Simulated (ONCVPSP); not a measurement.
**What one change does to a pseudopotential (fluorine, ONCV)**

```
Element                 : F (Z = 9)
Generator               : ONCVPSP 4.0.1
Type                    : optimised norm-conserving Vanderbilt (ONCV)
Functional              : PBEsol
Relativity              : scalar-relativistic
Frozen core             : [He]
Valence charge          : 7
Reference configuration : 2s2 2p5
Partial waves           : 2s: rc 0.75 bohr, ncon 5, nbas 10, qcut 7 1/bohr, 3 projectors, debl 0.4 Ha; 2p: rc 1.15 bohr, ncon 5, nbas 9, qcut 13.9 1/bohr, 2 projectors, debl 1.4 Ha; d scattering state at 0.13 Ha: rc 1.15 bohr, ncon 4, nbas 7, qcut 9.8 1/bohr, 2 projectors, debl 3 Ha
Local potential         : polynomial inside 0.60 bohr (lpopt 5, dvloc0 2 Ha)
Core correction         : Teter function fitted to the true core (icmod 2), fcfact 0.65
```

In the s channel the program set the typed energies aside and used -1.092, 0.250, 0.650 Ha.

Change: p: rc 0.9.

Cutoffs: the cutoffs (Ha) at which the residual kinetic energy of the hardest occupied pseudo-wave falls to 1 and 0.1 mHa per electron; they do not see the model core or the augmentation charge, which bear on the density cutoff. Errors are all-electron minus pseudo energies relative to the spin-unpolarised reference configuration.

Problem. What does the change do?

Solution. The potential gets neither clearly harder nor softer (421 Ha and 520 Ha → 421 Ha and 520 Ha); both files keep a bound ghost (s); of the 4 tests that both files solve, the error grows in 1 and shrinks in 3 by more than 15 % and 0.3 meV (median size 27.4 → 11.6 meV).

| quantity | base | changed |
| --- | --- | --- |
| cutoff, loose | 421 Ha | 421 Ha |
| cutoff, tight | 520 Ha | 520 Ha |
| loose cutoff by channel | s 421 Ha, p 61 Ha | s 421 Ha, p 75 Ha |
| bound ghosts | s | s |
| GHOST(+) flags under 300 eV | none | none |
| error for 2s2 2p4, meV [ΔE 19.32 eV] | +4.8 | +0.8 |
| error for 2s2 2p3, meV [ΔE 57.60 eV] | +50 | +19 |
| error for 2s2 2p2, meV [ΔE 118.08 eV] | +215 | +93 |
| error for 2s1 2p5, meV [ΔE 38.30 eV] | +0.2 | +4.3 |
| s: phases at 0.76 bohr within 0.05 rad from the reference energy up to (Ha; the scan ends near 5) | to the end of the scan | to the end of the scan |
| d: phases at 1.16 bohr within 0.05 rad from the reference energy up to (Ha; the scan ends near 5) | to the end of the scan | to the end of the scan |
| rms error of d²Exc/dni dnj with the model core, mHa | 1.41 | 1.27 |

 A true bound ghost makes a file unfit for plane-wave use even where its test errors are small: the radial tests pick states by their node count and pass the ghost by.
